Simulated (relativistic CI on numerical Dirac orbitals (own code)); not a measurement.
Hyperfine structure of Nb²²⁺, mass number 93

Computed by Dirac-Coulomb-Breit CI, orbitals from a KLI potential per configuration, model QED, unscaled Slater integrals (own radial code, finite nucleus).

Configuration list (outside the closed core [Ne]): 3s²3p⁶3d, 3s²3p⁵3d², 3s3p⁶3d², 3s²3p⁶4s, 3s²3p⁶4p, 3s²3p⁶4d, 3s²3p⁶4f, 3s²3p⁵3d4s, 3s²3p⁵3d4p, 3p⁶3d³, 3p⁵3d⁴. Double excitations out of closed p, d and f shells are left out; levels of such configurations are missing from the list, as are those of other unlisted configurations, and high levels can miss mixing partners. These lack a partner that the ground configuration has and come out too high: 3s²3p⁵3d4s, 3s²3p⁵3d4p.

Nuclear spin I = 9/2, μ = 6.163 μN, Q = -0.32 b (tables of Stone and Pyykkö). The electronic factors are computed for point nuclear moments, without core polarisation or the Bohr-Weisskopf and QED corrections.

| Level | E (cm⁻¹) | A (MHz) | B (MHz) |
| --- | --- | --- | --- |
| 3s²3p⁶3d ²D3/2 | 0 | 15660 | -2250 |
| 3s²3p⁶3d ²D5/2 | 32355 | 6642 | -3080 |
| 3s²3p⁵3d² ⁴D°1/2 | 873646 | 6927 |  |
| 3s²3p⁵3d² ⁴D°3/2 | 881750 | 12730 | -3400 |
| 3s²3p⁵3d² ⁴D°5/2 | 898374 | 10890 | -2390 |
| 3s²3p⁵3d² ⁴D°7/2 | 919881 | 11120 | 2300 |
| 3s²3p⁵3d² ⁴G°9/2 | 936957 | 16510 | 12800 |
| 3s²3p⁵3d² ⁴G°11/2 | 945928 | 14060 | 12600 |

Levels with J = 0, under 50 % of one LS term, or S terms without an open s electron are left out. Small factors come from cancelling terms and can be off by tens of per cent or more.

At this charge energies of transitions that change n are usually good to better than 1 %, and those within a shell (Δn = 0) to a few per cent.

(1) Give the hyperfine levels of 3s²3p⁶3d ²D3/2 relative to its centre of gravity.

Answers

(1) With K = F(F + 1) − I(I + 1) − J(J + 1), E = AK/2 + B[¾K(K + 1) − I(I + 1)J(J + 1)]/[2I(2I − 1)J(2J − 1)]: F = 3: -130300, F = 4: -66100, F = 5: 12680, F = 6: 105200 MHz.

LS names give the leading component of a level, which can be under half, so a name can repeat, a term be missing and a line seem to break the LS rules.
